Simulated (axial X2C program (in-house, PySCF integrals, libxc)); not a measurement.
# Low determinants of ZrSe at the PBE0 level, 2c

Computed with an in-house relativistic program for diatomic molecules. Two-component (2c) means X2C with spin–orbit coupling and atomic mean-field two-electron Coulomb and Gaunt terms. Basis: Zr dyall-cv3z [11s12p9d6f3g], Se dyall-cv3z [8s9p6d4f1g] (cores contracted in-house); Gaussian nuclei, density fitting, unrestricted open shells. Masses: Zr 89.905 u, Se 79.917 u.

Search at 2.340 Å (vertical energies from the lowest determinant):

| ΔE (eV) | state | electrons beyond evenly filled partner blocks | electrons in ±ω = 1/2, 3/2, 5/2, 7/2 |
| --- | --- | --- | --- |
| 0.00 | Ω = 1 | ω = -1/2, ω = 3/2 | 49 21 4 0 |
| 0.08 | Ω = 3 | ω = 1/2, ω = 5/2 | 49 20 5 0 |
| 0.41 | Ω = 0 | none | 50 20 4 0 |
| 0.57 | Ω = 2 | ω = 1/2, ω = 3/2 | 49 21 4 0 |
| 0.66 | Ω = 2 | ω = -1/2, ω = 5/2 | 49 20 5 0 |
| 0.96 | Ω = 1 | ω = -3/2, ω = 5/2 | 48 21 5 0 |
| 1.22 | Ω = 1 | 2 × ω = 1/2 | 50 20 4 0 |

Lowest determinant, Ω = 1 (⟨Sz⟩ = -1.00, ⟨Lz⟩ = 2.00 at PBE0): Re = 2.313 Å, ωe = 372.7 cm⁻¹.

The determinant in row 2 of the search, Ω = 3 (⟨Sz⟩ = 1.00, ⟨Lz⟩ = 2.00 at PBE0), was followed along the bond at PBE0; measured from the minimum of the lowest determinant it gives:

Te = 0.083 eV (667 cm⁻¹), Re = 2.312 Å, ωe = 372.8 cm⁻¹.

(1) Compare the bond of the determinant in row 2 with that of the lowest one.

The search compares states at one distance, so a state with another bond length can lie lower; it is not exhaustive and yields mostly the lowest determinant of each block pattern, so other components and higher states of one pattern are missing. These are energies of single determinants, not of spin-adapted states; PBE0 term energies can be off by some tenths of an eV, and the functional has no current term. Open-shell Ω = 0 determinants with evenly filled partner blocks cannot be reached by this program, so the Ω shown need not be the lowest component. The lowest determinant need not be the ground state where others lie within half an eV.

## Answers

(1) At PBE0 its Re is 0.001 Å shorter and its force constant, which goes as ωe², is 1.00 times that of the lowest determinant. T0 ≈ Te + Δωe/2 = 667 + (0) = 667 cm⁻¹.
